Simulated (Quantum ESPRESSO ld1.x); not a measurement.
Task: The tungsten ion W12+, configuration [Kr] 4d10 4f14 5s2. Calculated with ld1.x of Quantum ESPRESSO 7.5: scalar-relativistic Kohn-Sham, LDA (Slater exchange, VWN5 correlation), spin-polarised, spherical densities, point nucleus. Some entries of the table are withheld. Estimate them.

orbital  occ.  eigenvalue (Ry)  r(max) (bohr)
1s          2         -5120.08          0.011
2s          2         -897.018          0.066
2p          6         -786.801          0.054
3s          2         -218.558          0.185
3p          6         -185.919          0.183
3d         10         -148.343          0.149
4s          2         -57.3776            (1)
4p          6              (2)          0.442
4d         10              (3)            (4)
5s          2         -20.2855          0.923
4f         14              (5)          0.425

Result: 
(1) 4s r(max) (bohr): 0.421
(2) 4p eigenvalue (Ry): -46.6573
(3) 4d eigenvalue (Ry): -33.0552
(4) 4d r(max) (bohr): 0.453
(5) 4f eigenvalue (Ry): -17.8431
